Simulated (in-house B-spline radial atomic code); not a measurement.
Inner-shell binding energies (edges) and X-ray emission energies of free atoms and ions, as differences of relaxed hole-state energies with first-order Breit, QED and recoil terms, without correlation or multiplet splittings, in NIST's listed ground configurations. For neutral atoms such line energies lie within some 1 to 5 eV of tabulated X-ray lines (up to 20 eV for the heaviest). Removing outer electrons raises all edges nearly alike, so lines move far less than edges. K = 1s, L1 = 2s, M5 = 3d5/2. A dash marks a subshell that is part filled or wasn't run, or a line left out. Computed with a B-spline radial code for spherical atoms: Dirac-Hartree-Fock, average of the configuration, finite nuclei.

```
 ion      configuration  K edge (eV)  L1 edge (eV)  M5 edge (eV)
  Sr           [Kr] 5s2        16113       2230.76        141.27
Sr2+  [Ar] 3d10 4s2 4p6            ?             ?             ?
Sr3+  [Ar] 3d10 4s2 4p5            ?             ?             ?
Sr4+  [Ar] 3d10 4s2 4p4      16165.3       2282.08        191.43
Sr5+  [Ar] 3d10 4s2 4p3      16185.7       2301.94        210.55
Sr6+  [Ar] 3d10 4s2 4p2      16207.5       2322.94        230.66
Sr7+  [Ar] 3d10 4s2 4p1      16230.4       2345.02        251.73
```

Q: Fill in the row of Sr2+.

A: K edge (eV): 16128.3; L1 edge (eV): 2245.98; M5 edge (eV): 156.43.

Q: Fill in the row of Sr3+.

A: K edge (eV): 16146.1; L1 edge (eV): 2263.4; M5 edge (eV): 173.37.
